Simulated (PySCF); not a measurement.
# Potential energy of GeI⁺ along the bond

Set-up: Ge def2-TZVPPD, I def2-TZVPPD with ECP28; scalar-relativistic core potentials (PySCF 2.14). Energies in eV from Ge⁺ + I in their ground configurations at the same level. State: ¹Σ⁺ (singlet), closed shell.

All columns are B97-3. A positive dipole points towards I; it is taken about the centre of mass and depends on that origin.

```
R (Å)  E (eV)  μ (D)  Mulliken charge on Ge (basis-dependent)  HOMO (eV)  LUMO (eV)  Mayer bond order  ⟨S²⟩
2.069  -2.380  -1.34                                     0.46     -14.24      -8.37              1.93  0.00
2.165  -3.186  -1.97                                     0.55     -14.36      -8.52              1.90  0.00
2.262  -3.633  -2.62                                     0.63     -14.43      -8.66              1.88  0.00
2.334  -3.796  -3.10                                     0.67     -14.41      -8.77              1.87  0.00
2.406  -3.850  -3.58                                     0.70     -14.17      -8.88              1.86  0.00
2.478  -3.820  -4.05                                     0.72     -13.94      -8.98              1.84  0.00
2.574  -3.685  -4.67                                     0.74     -13.66      -9.12              1.82  0.00
2.695  -3.413  -5.41                                     0.76     -13.35      -9.28              1.79  0.00
2.839  -2.999  -6.25                                     0.77     -13.02      -9.45              1.75  0.00
3.032  -2.389  -7.27                                     0.80     -12.65      -9.65              1.70  0.00
```

A fit through these points gives, at Re = 2.413 Å, μ = -3.63 D and dμ/dR = -6.58 D/Å; the reduced mass is 46.71 u.

Question: How strong is the fundamental in the double-harmonic approximation, I = 42.26·(dμ/dR)²/μred km/mol?

Answer: I = 42.26·(-6.58)²/46.71 = 39.2 km/mol at B97-3.

These are scalar-relativistic numbers at best; spin–orbit coupling would shift them, the dissociation energy most. For an ion De counts to the pair picked by the measured ionisation energies or electron affinities, which need not be the lowest pair at this level.
